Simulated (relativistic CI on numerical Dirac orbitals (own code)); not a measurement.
## Hyperfine structure of I XXI, mass number 129

Method of calculation: Dirac-Coulomb-Breit CI, separate exchange-only KLI orbitals for each configuration, model QED, unscaled Slater integrals (own radial code, finite nucleus).

Configurations in the expansion (outside the closed core [Ar] 3d10): 4s²4p³, 4s4p⁴, 4s²4p²4d, 4p⁵, 4s4p³4d, 4s²4p²4f, 4s4p³4f, 4p⁴4d, 4s4p²4d², 4s²4p4d4f, 4p⁴4f, 4s²4p²5s, 4s²4p4d², 4s²4d³, 4s4p4d³, 4s²4d²4f, 4s4p4d²4f, 4s²4d²5s, 4p³4d², 4p²4d³, 4p²4d²4f, 4p²4d²5s. Double excitations out of closed p, d and f shells are left out; levels of such configurations are missing from the list, as are those of other unlisted configurations, and high levels can miss mixing partners.

Nuclear spin I = 7/2, μ = 2.6165 μN, Q = -0.483 b (tables of Stone and Pyykkö). The electronic factors are computed for point nuclear moments, without core polarisation or the Bohr-Weisskopf and QED corrections.

```csv
Level,E (cm⁻¹),A (GHz),B (GHz)
4s²4p³ ²D°3/2,94279,0.9586,-5.33
4s²4p³ ²D°5/2,118978,20.96,0.0178
4s²4p³ ²P°1/2,153437,64.14,
4s²4p³ ²P°3/2,247932,10.7,13.7
4s4p⁴ ⁴P5/2,476264,48.21,-7.26
4s4p⁴ ⁴P3/2,534339,3.568,9.25
4s4p⁴ ⁴P1/2,540661,155.6,
4s4p⁴ ²D5/2,632242,55.59,19.1
```

Levels with J = 0, under 50 % of one LS term, or S terms without an open s electron are left out. Small factors come from cancelling terms and can be off by tens of per cent or more.

At this charge energies of transitions that change n are usually good to better than 1 %, and those within a shell (Δn = 0) to a few per cent.

Question: Give the hyperfine levels of 4s²4p³ ²P°1/2 relative to its centre of gravity.

Answer: With K = F(F + 1) − I(I + 1) − J(J + 1), E = AK/2: F = 3: -144.3, F = 4: 112.3 GHz.

LS names give the leading component of a level, which can be under half, so a name can repeat, a term be missing and a line seem to break the LS rules.
